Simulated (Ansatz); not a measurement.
The cluster SrO2⁻. The state is a quartet with charge -1. Geometry PBE0-D4/def2-TZVPD; atoms count from 1.

```xyz
3

Sr   -1.234    0.348   -0.821
O     0.568    0.400    0.728
O     0.666   -0.748    0.093
```

In the def2 sets Sr takes a core potential; there is no spin–orbit coupling. The structure holds 1 bond(s) between oxygen atoms. The highest occupied level of the charge -1 quartet lies above zero (up to 1.03 eV). It is a level of α spin, whose loss leaves a triplet; that state wasn't run at this geometry and level. The electron is either unbound and held by the finite basis, or the level is raised by self-interaction error. At PBE0-D4/def2-TZVPD a doublet of charge -1 lies 0.95 eV below the quartet, each at its own geometry. Another isomer (doublet) lies 0.30 eV lower at PBE-D4/def2-TZVPD.

(1) Estimate the Mulliken populations from the PBE0/def2-TZVPD orbitals of Ansatz.

(2) Where does the spin sit?

(3) And the Mayer bond orders between bonded heavy atoms (over 0.3)?

## Answers

(1) 
```
atom  charge (e)  spin (α − β)
 Sr1       -0.18          2.06
  O2       -0.41          0.47
  O3       -0.41          0.47
```
Mulliken values and Mayer orders depend strongly on the basis. With diffuse functions, as here, like atoms can get unlike values, and bond orders can come out too low or too high.

(2) Summed by element: Sr 2.06, O 0.94, of 3 unpaired in all. Largest on single atoms: Sr1 2.06, O2 0.47, O3 0.47.

(3) O2–O3 0.93 (1.32 Å).
